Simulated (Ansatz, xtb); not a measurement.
BFHOSi−: which of two structures lies lower

Structure a is a singlet given by its coordinates and structure b is a singlet given by its coordinates. Both are isolated ions in the gas phase, relaxed with PBE-D3(BJ)/def2-SVPD.

a (Å):

```yaml
atoms:
  - { symbol: B, position_ang: [-1.0218, 1.3084, -1.1543] }
  - { symbol: F, position_ang: [-3.0361, -0.6842, -0.5754] }
  - { symbol: O, position_ang: [-0.4323, 0.3767, -0.3774] }
  - { symbol: Si, position_ang: [-1.6013, -0.5544, -1.5879] }
  - { symbol: H, position_ang: [-0.8282, 2.5210, -1.0302] }
```

Close contacts (Å): B1–O3 1.35, B1–Si4 2.00, F2–Si4 1.76, O3–Si4 1.92, B1–H5 1.23.

b (Å):

```yaml
atoms:
  - { symbol: B, position_ang: [-2.3225, 0.4482, -0.4010] }
  - { symbol: F, position_ang: [-0.2512, 2.0850, -1.6179] }
  - { symbol: O, position_ang: [-3.2774, 0.3631, 0.3798] }
  - { symbol: Si, position_ang: [-0.9859, 0.5303, -1.9634] }
  - { symbol: H, position_ang: [0.0199, -0.3655, -1.1765] }
```

Close contacts (Å): B1–O3 1.24, B1–Si4 2.06, F2–Si4 1.75, Si4–H5 1.56.

Task: Estimate E(b) − E(a) at the level CCSD(T)/def2-SVPD + ΔMP2/def2-TZVPPD.

Result: Calculated at CCSD(T)/def2-SVPD + ΔMP2/def2-TZVPPD: E(b) − E(a) = −73.4 kJ/mol, so structure b lies lower.

How the difference moves with the method:

| level | geometry | E(b) − E(a) (kJ/mol) | departure from the last row (kJ/mol) | job, with rough time for the two |
| --- | --- | --- | --- | --- |
| PBE-D3(BJ)/def2-SVPD | PBE-D3(BJ)/def2-SVPD | −65.5 | +7.9 | optimisation, 18 s |
| HF/def2-SVPD | PBE-D3(BJ)/def2-SVPD | −100.8 | −27.4 | part of the CCSD(T) run |
| MP2/def2-SVPD | PBE-D3(BJ)/def2-SVPD | −80.6 | −7.3 | part of the CCSD(T) run |
| CCSD(T)/def2-SVPD | PBE-D3(BJ)/def2-SVPD | −82.3 | −9.0 | single point |
| CCSD(T)/def2-SVPD + ΔMP2/def2-TZVPPD | PBE-D3(BJ)/def2-SVPD | −73.4 |  | single point, 23 s |

The levels shown agree on the order. The largest departure from CCSD(T)/def2-SVPD + ΔMP2/def2-TZVPPD is that of HF/def2-SVPD, 27.4 kJ/mol. Levels run at GFN2-xTB geometries aren't shown. The last row adds to CCSD(T) the change of the MP2 difference between the two basis sets, here +9.0 kJ/mol.

With harmonic frequencies from PBE-D3(BJ)/def2-SVPD (ideal gas, rigid rotor, one conformer each, 298.15 K, 1 atm): on the last row, ΔE + ΔZPE = −76.4, ΔH = −75.4, ΔG = −78.8 kJ/mol.

The T1 diagnostic of structure a is large, so the coupled-cluster value is less sure. The correlated steps freeze 8 core orbitals. Codes used: Ansatz 0.2.0; the last row on 1 thread of Intel(R) Xeon(R) 6975P-C (Granite Rapids) on a shared host.
